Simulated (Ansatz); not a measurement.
The same group exchange along the group S, Se, Te.

Program: Ansatz. Geometries: PBE0-D4/def2-TZVP. ΔE: electronic, gas phase. CCSD(T)/CBS is the MP2 limit (def2-TZVPP, def2-QZVPP) plus CCSD(T) − MP2 in def2-TZVPP, frozen cores. Functionals use def2-TZVPP. B3LYP here is the variant with VWN-RPA as its local correlation; programs differ in this. def2 core potentials past Kr. For Se, Te outer-core shells are correlated without core-valence functions, which leaves a few kJ/mol of doubt a bond. Scalar relativity is left out up to krypton. One conformer a species, not always the lowest.

```
                                            reaction  ωB97M-V (eV)  RPA@PBE/def2-TZVPP (eV)  B3LYP-D4 (eV)  CCSD(T)/CBS(def2) (eV)
       `CS[SiH2]N` + `FCCF` → `CC(F)CF` + `N[SiH2]S`         -0.30                    -0.31          -0.25                   -0.29
`C[Se][SiH2]N` + `FCCF` → `CC(F)CF` + `N[SiH2][SeH]`         -0.28                    -0.25          -0.22                   -0.26
`C[Te][SiH2]N` + `FCCF` → `CC(F)CF` + `N[SiH2][TeH]`         -0.18                    -0.16          -0.13                   -0.12
```

Largest T1 diagnostic: 0.011, for `N[SiH2][TeH]`.
